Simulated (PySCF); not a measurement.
Cr: ionisation energy

Cr [Ar] 3d5 4s1 (7S) → Cr⁺ [Ar] 3d5 (6S), as a difference of total energies. All numbers are calculated (PySCF 2.14, the spin-free X2C one-electron Hamiltonian (Gaussian nucleus), in aug-cc-pVDZ-DK). Correlated levels: valence: [Ar] frozen. The calculations carry no spin-orbit coupling.

**Question.** Order these methods by the ionisation energy they give, lowest first.
A. CCSD(T) (valence)
B. CCSD (valence)
C. MP2 (valence)
D. UHF

**Answer.** D (6.013 eV), C (6.476 eV), B (6.510 eV), A (6.543 eV).

Errors of the correlated levels include the incompleteness of this basis and the frozen core.

For comparison: 6.767 eV (measured; NIST Atomic Spectra Database, ionization energies).
